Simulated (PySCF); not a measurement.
Spinor energies of Te³³⁺ (tellurium, charge +33)

Start: [Ar] 3d1; 3d5/2 filled at m_j = +5/2. Calculated with PySCF 2.14 in an even-tempered Gaussian basis (16 s from 5.9 bohr⁻², ratio 2.8; 12 p from 7.6 bohr⁻², ratio 2.8; 8 d from 7.6 bohr⁻², ratio 2.8; 3 f from 23 bohr⁻², ratio 3): generalised Hartree-Fock with the X2C-1e Hamiltonian and a Gaussian nucleus; one run each with spin-orbit coupling (SO) screened by Boettger's factors, then bare. This is a chosen level, not necessarily the ground level.

```
spinor shell  electrons  ε, screened SO (eV)  ε, bare SO (eV)  weight of nominal j (bare SO)  rms radius, bare SO (bohr)
       1s1/2          2             -33664.2         -33664.1                          1.000                      0.0318
       2s1/2          2              -6647.7          -6647.7                          1.000                       0.128
       2p1/2          2              -6331.4          -6339.9                          1.000                       0.110
       3s1/2          2              -2420.3          -2420.3                          1.000                       0.318
       3p1/2          2              -2291.0          -2293.0                          0.998                       0.307
       3p3/2          4              -2228.5          -2227.7                          0.999                       0.317
       3d5/2          1              -2054.0          -2052.7                          1.000                       0.278
```

Where does 2p3/2 lie, and what is the 2p spin-orbit splitting (bare SO)?

At -6049.1 eV, 290.86 eV above 2p1/2.

| quantity | screened SO | bare SO |
| --- | --- | --- |
| E (hartree) | -5983.86115 | -5983.97241 |
| M_J | 5/2 | 5/2 |
| ⟨J²⟩ | 8.751 | 8.751 |
| ⟨L²⟩ | 6.013 | 6.014 |
| ⟨S²⟩ | 0.762 | 0.763 |

Each row is a mean over spinors that exchange with the open shell spreads, by up to 18.624 eV (3p3/2).

Breit and QED terms are absent; they matter most for the inner s and p1/2 levels.

Densities and radii are taken from the X2C orbitals without a picture-change correction, which distorts them close to the nucleus.
